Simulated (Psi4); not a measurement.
Psi4 input (wB97X-D/6-31G*):

```
memory 1500 MB

molecule {
1 1
O    -0.04596900    1.49346800    0.38279700
Si   -0.15841900   -0.10114400    0.41353900
O    -1.14874800   -0.83050400   -0.60805800
O     1.34962000   -0.40909800   -0.54256200
H    -0.35954400    2.11110600    1.05087800
H     0.03402100   -0.74419200    1.70758100
H    -1.97071200   -1.28423400   -0.39676700
H     1.31532600   -1.02760600   -1.29374600
H     1.95954900    0.33001600   -0.71490700
symmetry c1
no_reorient
no_com
}

set {
  basis 6-31G*
  reference rks
  scf_type pk
  dft_radial_points 99
  dft_spherical_points 590
  e_convergence 1e-8
  d_convergence 1e-7
  maxiter 150
}

e = energy('wb97x-d')
print_out(f'\nFINAL {e:.10f} DIPOLE {variable("CURRENT DIPOLE")[0]:.6f} {variable("CURRENT DIPOLE")[1]:.6f} {variable("CURRENT DIPOLE")[2]:.6f}\n')
```

Output:

```
   => Loading Basis Set <=

    Name: 6-31G*
    Role: ORBITAL
    Keyword: BASIS
    atoms 1, 3-4 entry O          line   145 file 6-31gs.gbs
    atoms 2      entry SI         line   268 file 6-31gs.gbs
    atoms 5-9    entry H          line    44 file 6-31gs.gbs

   => WB97X-D: Empirical Dispersion <=

    Chai and Head-Gordon Dispersion Correction
    Chai, J.-D.; Head-Gordon, M. (2010), J. Chem. Phys., 132: 6615-6620

        s6 =       1.000000

         ---------------------------------------------------------
                                   SCF
               by Justin Turney, Rob Parrish, Andy Simmonett
                          and Daniel G. A. Smith
                              RKS Reference
         ---------------------------------------------------------

  ==> Geometry <==

    Molecular point group: c1
    Full point group: C1

    Geometry (in Angstrom), charge = 1, multiplicity = 1:

       Center              X                  Y                   Z               Mass
    ------------   -----------------  -----------------  -----------------  -----------------
         O           -0.045969000000     1.493468000000     0.382797000000    15.994914619570
         SI          -0.158419000000    -0.101144000000     0.413539000000    27.976926534650
         O           -1.148748000000    -0.830504000000    -0.608058000000    15.994914619570
         O            1.349620000000    -0.409098000000    -0.542562000000    15.994914619570
         H           -0.359544000000     2.111106000000     1.050878000000     1.007825032230
         H            0.034021000000    -0.744192000000     1.707581000000     1.007825032230
         H           -1.970712000000    -1.284234000000    -0.396767000000     1.007825032230
         H            1.315326000000    -1.027606000000    -1.293746000000     1.007825032230
         H            1.959549000000     0.330016000000    -0.714907000000     1.007825032230

  Running in c1 symmetry.

  Rotational constants: A =      0.23379  B =      0.20533  C =      0.12917 [cm^-1]
  Rotational constants: A =   7008.86724  B =   6155.65352  C =   3872.41296 [MHz]
  Nuclear repulsion =  198.242791976510858

  Charge       = 1
  Multiplicity = 1
  Electrons    = 42
  Nalpha       = 21
  Nbeta        = 21

  ==> Algorithm <==

  SCF Algorithm Type is PK.
  DIIS enabled.
  MOM disabled.
  Fractional occupation disabled.
  Guess Type is SAD.
  Energy threshold   = 1.00e-08
  Density threshold  = 1.00e-07
  Integral threshold = 1.00e-12

  ==> Primary Basis <==

  Basis Set: 6-31G*
    Blend: 6-31G*
    Number of shells: 36
    Number of basis functions: 74
    Number of Cartesian functions: 74
    Spherical Harmonics?: false
    Max angular momentum: 2

  ==> DFT Potential <==

   => LibXC <=

    Version 7.1.2
    S. Lehtola, C. Steigemann, M. J. T. Oliveira, and M. A. L. Marques,  SoftwareX 7, 1–5 (2018) (10.1016/j.softx.2017.11.002)

   => Composite Functional: WB97X-D <=

    wB97X-D Hyb-GGA Exchange-Correlation Functional

    J.-D. Chai and M. Head-Gordon,  Phys. Chem. Chem. Phys. 10, 6615–6620 (2008) (10.1039/B810189B)

    Deriv               =              1
    GGA                 =           TRUE
    Meta                =          FALSE

    Exchange Hybrid     =           TRUE
    MP2 Hybrid          =          FALSE

   => Exchange-Correlation Functionals <=

    1.0000   wB97X-D range-separated functional

   => Exact (HF) Exchange <=

    0.7780            HF,LR [omega = 0.2000]
    0.2220               HF

   => LibXC Density Thresholds  <==

    XC_HYB_GGA_XC_WB97X_D:  1.00E-14

   => Molecular Quadrature <=

    Radial Scheme          =       TREUTLER
    Pruning Scheme         =           NONE
    Nuclear Scheme         =       TREUTLER

    Blocking Scheme        =         OCTREE
    BS radius alpha        =              1
    Pruning alpha          =              1
    Radial Points          =             99
    Spherical Points       =            590
    Total Points           =         499947
    Total Blocks           =           3555
    Max Points             =            256
    Max Functions          =             73
    Weights Tolerance      =       1.00E-15

  ==> Integral Setup <==

  Using in-core PK algorithm.
   Calculation information:
      Number of atoms:                   9
      Number of AO shells:              36
      Number of primitives:             92
      Number of atomic orbitals:        74
      Number of basis functions:        74

      Integral cutoff                 1.00e-12
      Number of threads:                 1

  Performing in-core PK
  Using 11555100 doubles for integral storage.
  We computed 210542 shell quartets total.
  Whereas there are 222111 unique shell quartets.

  Computing range-separated integrals for PK
  We computed 210542 wK shell quartets total.
  Whereas there are 222111 wK unique shell quartets.

  ==> DiskJK: Disk-Based J/K Matrices <==

    J tasked:                  Yes
    K tasked:                  Yes
    wK tasked:                 Yes
    Omega:               2.000E-01
    Schwarz Cutoff:          1E-12


  Cached 50.0% of DFT collocation blocks in 0.441 [GiB].

  Minimum eigenvalue in the overlap matrix is 9.0592451235E-03.
  Reciprocal condition number of the overlap matrix is 1.4816934974E-03.
    Using symmetric orthogonalization.

  ==> Pre-Iterations <==

  SCF Guess: Superposition of Atomic Densities via on-the-fly atomic UHF (no occupation information).

   -------------------------
    Irrep   Nso     Nmo
   -------------------------
     A         74      74
   -------------------------
    Total      74      74
   -------------------------

  ==> Iterations <==

                        Total Energy        Delta E     RMS |[F,P]|

   @RKS iter SAD:  -517.52177641872595   -5.17522e+02   0.00000e+00
   @RKS iter   1:  -517.65377569368081   -1.31999e-01   1.12234e-02 ADIIS/DIIS
   @RKS iter   2:  -517.62620323027045    2.75725e-02   1.21341e-02 ADIIS/DIIS
   @RKS iter   3:  -517.90802215691315   -2.81819e-01   5.68641e-04 ADIIS/DIIS
   @RKS iter   4:  -517.90859920375385   -5.77047e-04   3.55348e-04 ADIIS/DIIS
   @RKS iter   5:  -517.90884126129697   -2.42058e-04   7.04611e-05 DIIS
   @RKS iter   6:  -517.90885171809873   -1.04568e-05   9.33581e-06 DIIS
   @RKS iter   7:  -517.90885205287645   -3.34778e-07   1.60247e-06 DIIS
   @RKS iter   8:  -517.90885207185886   -1.89824e-08   3.49933e-07 DIIS
   @RKS iter   9:  -517.90885207265319   -7.94330e-10   5.84045e-08 DIIS
  Energy and wave function converged.

  ==> Post-Iterations <==

   Electrons on quadrature grid:
      Ntotal   =   42.0000001820 ; deviation = 1.820e-07

    Orbital Energies [Eh]
    ---------------------

    Doubly Occupied:

       1A    -66.567354     2A    -19.601108     3A    -19.481686
       4A    -19.481684     5A     -5.671622     6A     -4.020009
       7A     -4.015735     8A     -4.014197     9A     -1.440140
      10A     -1.321426    11A     -1.305215    12A     -0.944453
      13A     -0.928757    14A     -0.831109    15A     -0.818959
      16A     -0.752200    17A     -0.708643    18A     -0.659028
      19A     -0.652192    20A     -0.613818    21A     -0.611827

    Virtual:

      22A     -0.098831    23A     -0.082061    24A     -0.045828
      25A     -0.004283    26A     -0.001184    27A      0.044483
      28A      0.047511    29A      0.074088    30A      0.123166
      31A      0.190744    32A      0.198094    33A      0.271313
      34A      0.385197    35A      0.452481    36A      0.544002
      37A      0.647577    38A      0.703424    39A      0.745867
      40A      0.753525    41A      0.772494    42A      0.787945
      43A      0.796292    44A      0.871608    45A      0.878074
      46A      0.928706    47A      0.946031    48A      0.947910
      49A      0.963841    50A      1.057284    51A      1.071203
      52A      1.084288    53A      1.136575    54A      1.227345
      55A      1.257789    56A      1.541186    57A      1.590281
      58A      1.618748    59A      1.651275    60A      1.702017
      61A      1.727612    62A      1.784277    63A      1.977743
      64A      2.054169    65A      2.157546    66A      2.330580
      67A      2.371380    68A      2.375448    69A      2.514880
      70A      2.602515    71A      2.841836    72A      3.503451
      73A      3.557820    74A      3.637273

    Final Occupation by Irrep:
              A
    DOCC [    21 ]
    NA   [    21 ]
    NB   [    21 ]

  @RKS Final Energy:  -517.90885207265319

   => Energetics <=

    Nuclear Repulsion Energy =            198.2427919765108584
    One-Electron Energy =               -1099.9048528838382026
    Two-Electron Energy =                 418.1487594252230906
    DFT Exchange-Correlation Energy =     -34.3934418549580911
    Empirical Dispersion Energy =          -0.0021087355908411
    VV10 Nonlocal Energy =                  0.0000000000000000
    Total Energy =                       -517.9088520726531897

Computation Completed

Properties will be evaluated at   0.000000,   0.000000,   0.000000 [a0]

Properties computed using the SCF density matrix

 Multipole Moments:

 ------------------------------------------------------------------------------------
     Multipole            Electronic (a.u.)      Nuclear  (a.u.)        Total (a.u.)
 ------------------------------------------------------------------------------------

 L = 1.  Multiply by 2.5417464519 to convert [e a0] to [Debye]
 Dipole X            :          0.6138681           -0.0000038            0.6138643
 Dipole Y            :         -0.3213319            0.0000038           -0.3213281
 Dipole Z            :          0.0704425            0.0000019            0.0704444
 Magnitude           :                                                    0.6964507

 ------------------------------------------------------------------------------------

FINAL -517.9088520727 DIPOLE 0.613864 -0.321328 0.070444

*** Psi4 exiting successfully. Buy a developer a beer!
```

The dipole moment of an ion depends on the origin.

The geometry given is a B3LYP-D3(BJ)/def2-TZVP minimum.
